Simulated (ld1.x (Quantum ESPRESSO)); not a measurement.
## u(r) = r·R(r): atom against pseudo-atom (H (Z = 1))

Columns: radius, all-electron u(r) and pseudo u(r) of the 1s shell (level -6.49 eV) of hydrogen in the configuration 1s1; PBE, scalar-relativistic, ultrasoft scheme, ld1.x (Quantum ESPRESSO) 7.5.

| r (bohr) | all-electron | pseudo |
| --- | --- | --- |
| 0.040 | 0.0738 | 0.0611 |
| 0.080 | 0.1417 | 0.1214 |
| 0.120 | 0.2040 | 0.1803 |
| 0.160 | 0.2611 | 0.2370 |
| 0.200 | 0.3133 | 0.2909 |
| 0.240 | 0.3610 | 0.3416 |
| 0.280 | 0.4043 | 0.3887 |
| 0.320 | 0.4436 | 0.4320 |
| 0.360 | 0.4792 | 0.4712 |
| 0.400 | 0.5113 | 0.5063 |
| 0.440 | 0.5401 | 0.5375 |
| 0.480 | 0.5658 | 0.5650 |
| 0.520 | 0.5887 | 0.5889 |
| 0.560 | 0.6090 | 0.6097 |
| 0.600 | 0.6269 | 0.6276 |
| 0.640 | 0.6424 | 0.6430 |
| 0.680 | 0.6558 | 0.6562 |
| 0.720 | 0.6673 | 0.6674 |
| 0.760 | 0.6770 | 0.6770 |
| 0.800 | 0.6849 | 0.6849 |
| 0.840 | 0.6913 | 0.6913 |
| 0.880 | 0.6963 | 0.6963 |
| 0.920 | 0.6999 | 0.6999 |
| 0.960 | 0.7022 | 0.7022 |
| 1.000 | 0.7035 | 0.7035 |
| 1.040 | 0.7036 | 0.7036 |

How many radial nodes do the two functions have?

The all-electron 1s function has n − l − 1 = 0; the pseudo-wave has 0.

At about which radius was the pseudo-wave matched?

0.80 bohr. The columns agree to 0.0005 from 0.68 bohr on; several derivatives are matched, so the curves merge somewhat inside the radius.

Is the pseudo-wave norm-conserving?

No, it belongs to an ultrasoft set: the norm inside the radius is not constrained, and the difference is carried by the augmentation charge.
